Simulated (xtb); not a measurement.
B(F)2(NMe2) (C2H6BF2N), SMILES CN(C)B(F)F. All values are semi-empirical tight-binding results from xtb (GFN2-xTB unless named), good for trends rather than for accurate numbers. The structure is a stationary point at GFN2-xTB. Other conformers were not sampled.

Computed properties:
```yaml
point_group_as_xtb_finds_it: C2v
orbital_gap: 6.38 eV
dipole_moment: 3.68 D
zero_point_energy: 56.6 kcal/mol
G − E(el) at 298.15 K (modified RRHO): 37.7 kcal/mol
static polarisability (D4 model): 52.3 bohr³
solvation energy, GFN2-xTB/ALPB(water): -4.0 kcal/mol
solvation energy, GFN2-xTB/ALPB(dmf): -6.1 kcal/mol
```

Question: Give the IR lines (harmonic; lines under 4 % of the strongest left out, lines within 3 cm⁻¹ merged). (Estimate from the structure and the level; the computed values follow.)

Answer: ν (cm⁻¹): 508 (m), 1190 (m), 1261 (vs), 1474 (m), 1554 (vs), 2949 (m), 2972 (w), 3055 (w) (against the strongest line: vs over 80 %, s over 45 %, m over 15 %, w over 4 %, vw less)
